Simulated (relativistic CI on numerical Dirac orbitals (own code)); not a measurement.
Computed by Dirac-Coulomb-Breit CI, orbitals from a KLI potential per configuration, model QED (radiative potential, 1s self-energy scaled to tabulated hydrogen-like ionisation energies), unscaled Slater integrals (own radial code, finite nucleus).

The strongest absorption lines from the ground level of an ion, among the configurations computed and to levels below about 7020 eV (vacuum wavelength in Å, gf): 2.3926 (1.4), 2.3931 (1.2), 2.3938 (1.1), 2.3951 (0.86), 2.4040 (0.76), 2.5516 (1.8), 2.5609 (1.8), 2.5631 (2.5).

Q: Which ion is it?
A. Sb⁴²⁺
B. Eu⁵⁴⁺
C. Pr⁵⁰⁺
D. Cs⁴⁶⁺

A: D. Cs⁴⁶⁺ has 9 electrons and the ground level 2s2.2p5 2P°_3/2; the strongest line goes to 2s2.2p4.3d 2D_5/2. The pattern of lines fixes the number of electrons, and along that sequence the line energies rise steadily with the charge (about as its square where n changes within one kind of shell, about linearly where n is kept but much faster in heavy ions where fine structure, which grows about as Z⁴, sets the gap, and irregularly where shells cross), which fixes Z. Configurations outside the model, such as inner-shell arrays, can give stronger lines. At this charge energies of transitions that change n are usually good to better than 1 %, and those within a shell (Δn = 0) to a few per cent.

LS names give the leading component of a level, which can be under half, so a name can repeat, a term be missing and a line seem to break the LS rules.
